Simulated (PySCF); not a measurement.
Compound: C7H9N.
SMILES: `C#C[C@H]1CC/C1=N/C`

Vertical excitations from PySCF (density fitting, frozen core in the response, grid level 2 and gas phase unless stated; continuum runs use non-equilibrium linear response for the excitations) on a GFN2-xTB geometry. Reference run:

```csv
settings,"S1, eV (f)","S2, eV (f)","S3, eV (f)","S4, eV (f)","S5, eV (f)","S6, eV (f)","T1, eV (Tamm–Dancoff)",mean α (au)
"PBE0/def2-SVPD, full TDDFT, 6 singlets",4.79 (0.002),6.15 (0.008),6.36 (0.003),6.55 (0.022),6.57 (0.007),6.82 (0.008),4.10,86.6
```

What do these settings give: PBE0/6-31G, full TDDFT, 12 singlets?

```tsv
settings	S1, eV (f)	S2, eV (f)	S3, eV (f)	S4, eV (f)	S5, eV (f)	S6, eV (f)	T1, eV (Tamm–Dancoff)	mean α (au)
PBE0/6-31G, full TDDFT, 12 singlets	4.80 (0.002)	6.50 (0.008)	6.62 (0.011)	6.88 (0.035)	7.07 (0.007)	7.24 (0.023)	–	71.0
```

S1 moves by +0.01 eV. States are counted by energy in each run and needn't keep their character from row to row.

Which orbital pairs make up S1 in each run, and how does it sit against the orbital gap?

```json
{"settings": "PBE0/def2-SVPD, full TDDFT, 6 singlets", "S1 configurations (weight)": "H→L 0.95", "S1 (eV)": "4.79", "orbital gap (eV)": "6.54", "S1 − gap (eV)": "-1.75"}
{"settings": "PBE0/6-31G, full TDDFT, 12 singlets", "S1 configurations (weight)": "H→L 0.97", "S1 (eV)": "4.80", "orbital gap (eV)": "6.57", "S1 − gap (eV)": "-1.77"}
```

